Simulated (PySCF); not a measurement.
Ligands exchanged one at a time, Al CH3-SH. Gas-phase values, no solvent. One relaxed conformer stands for each flexible species; it need not be the lowest. Strings in code marks are SMILES.

The S1 excitation (TDA) from two functionals at the same geometries (CAM-B3LYP-D3(BJ)/def2-TZVP), both in PySCF: PBE-D3(BJ)/def2-TZVP and CAM-B3LYP-D3(BJ)/def2-TZVP. Excitations are Tamm–Dancoff values on a coarser integration grid. The basis has no diffuse functions, so Rydberg states are missing or too high.

```csv
species,CAM-B3LYP-D3(BJ)/def2-TZVP (eV)
0 of 3 CH3 replaced by SH (`[CH3][Al]([CH3])[CH3]`),5.82
1 of 3 CH3 replaced by SH (`[Al]([SH])([CH3])[CH3]` (C–Al–S–H torsion 179°)),6.20
"2 of 3 CH3 replaced by SH (`[CH3][Al]([SH])[SH]` (S–Al–S–H torsion -1°, S–Al–S–H torsion 0°))",6.09
3 of 3 CH3 replaced by SH (`[SH][Al]([SH])[SH]`),5.96
```

### Question
What does PBE-D3(BJ)/def2-TZVP give for each?

### Answer

- 0 of 3 CH3 replaced by SH (`[CH3][Al]([CH3])[CH3]`): 5.21
- 1 of 3 CH3 replaced by SH (`[Al]([SH])([CH3])[CH3]` (C–Al–S–H torsion 179°)): 5.54
- 2 of 3 CH3 replaced by SH (`[CH3][Al]([SH])[SH]` (S–Al–S–H torsion -1°, S–Al–S–H torsion 0°)): 5.44
- 3 of 3 CH3 replaced by SH (`[SH][Al]([SH])[SH]`): 5.13
Over these rows, drawn at random from the members with no instability flagged (it was tested for open shells, ions and some series alone), PBE minus CAM-B3LYP-D3(BJ): mean -0.68 eV, from -0.82 eV to -0.61 eV.
